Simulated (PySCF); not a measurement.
# Steps of a relaxation of [Yb(NH2)3]−

[Yb(NH2)3]− (singlet in the valence; each metal's 4f electrons, 14 of them, lie in its core potential, out of spins and levels; a saddle point, relaxed within its symmetry). PySCF 2.14.0, RKS PBE0, Yb lcecp-0-SVP with ECP60, N def2-SVP, H def2-SVP; non-relativistic Hamiltonian with scalar-relativistic core potentials where named; density fitting; no spin-orbit coupling. Origin of the start: template. Columns: position (Å) and force (eV/Å). Energies are counted from the last step; some of the 5 steps are shown. Forces carry noise of the integration grid, about 0.01 to 0.03 eV/Å.

Run from Python with OMP_NUM_THREADS=2. Where DIIS fails, smearing, a level shift and second-order steps follow.
It took 21 s on 2 threads of Arm Neoverse V1, with other jobs on the host, from the converged density of the start.

```xyz
10
step 0  E = 0.089 eV
Yb    0.0000    0.0000    0.0000     0.00    0.00    0.00
N     2.3558    0.0000    0.0000    -0.60    0.00    0.00
H     2.9458    0.0001    0.8300     0.43    0.00   -0.18
H     2.9458    0.0001   -0.8300     0.43    0.00    0.18
N    -1.1779    2.0401    0.0000     0.30   -0.52    0.00
H    -1.4729    2.5511    0.8300    -0.22    0.37   -0.18
H    -1.4729    2.5511   -0.8300    -0.22    0.37    0.18
N    -1.1778   -2.0402    0.0000     0.30    0.52    0.00
H    -1.4728   -2.5511    0.8300    -0.22   -0.37   -0.18
H    -1.4728   -2.5511   -0.8300    -0.22   -0.37    0.18
```

```xyz
10
step 1  E = 0.022 eV
Yb    0.0000    0.0000    0.0000     0.00    0.00    0.00
N     2.3582    0.0000    0.0000    -0.26    0.00    0.00
H     2.9756    0.0001    0.8119     0.23    0.00   -0.03
H     2.9756    0.0001   -0.8119     0.23    0.00    0.03
N    -1.1791    2.0423    0.0000     0.13   -0.22    0.00
H    -1.4878    2.5769    0.8119    -0.12    0.20   -0.03
H    -1.4878    2.5769   -0.8119    -0.12    0.20    0.03
N    -1.1791   -2.0423    0.0000     0.13    0.22    0.00
H    -1.4878   -2.5770    0.8119    -0.12   -0.20   -0.03
H    -1.4878   -2.5770   -0.8119    -0.12   -0.20    0.03
```

```xyz
10
step 3  E = 0.001 eV
Yb    0.0000    0.0000    0.0000     0.00    0.00    0.00
N     2.3702    0.0000    0.0000     0.07    0.00    0.00
H     3.0106    0.0001    0.7991     0.00    0.00    0.01
H     3.0106    0.0001   -0.7991     0.00    0.00   -0.01
N    -1.1851    2.0526    0.0000    -0.03    0.06    0.00
H    -1.5053    2.6072    0.7991     0.00    0.00    0.01
H    -1.5053    2.6072   -0.7991     0.00    0.00   -0.01
N    -1.1851   -2.0527    0.0000    -0.03   -0.06    0.00
H    -1.5053   -2.6073    0.7991     0.00    0.00    0.01
H    -1.5053   -2.6073   -0.7991     0.00    0.00   -0.01
```

Q: Where does the relaxation end?

A: It converges at step 4 in D3h:
```xyz
10
step 4  E = 0
Yb    0.0000    0.0000    0.0000
N     2.3767    0.0000    0.0000
H     3.0160    0.0001    0.8000
H     3.0160    0.0001   -0.8000
N    -1.1884    2.0583    0.0000
H    -1.5080    2.6119    0.8000
H    -1.5080    2.6119   -0.8000
N    -1.1883   -2.0583    0.0000
H    -1.5079   -2.6119    0.8000
H    -1.5079   -2.6119   -0.8000
```

Q: How did the contacts change?

A: 
| contact | start (Å) | end (Å) |
| --- | --- | --- |
| Yb1–N2 (NH2) | 2.356 | 2.377 |
| Yb1–N5 (NH2) | 2.356 | 2.377 |
| Yb1–N8 (NH2) | 2.356 | 2.377 |


An lcecp potential fixes the number of 4f electrons, so in runs with it no electron can move into or out of that shell.
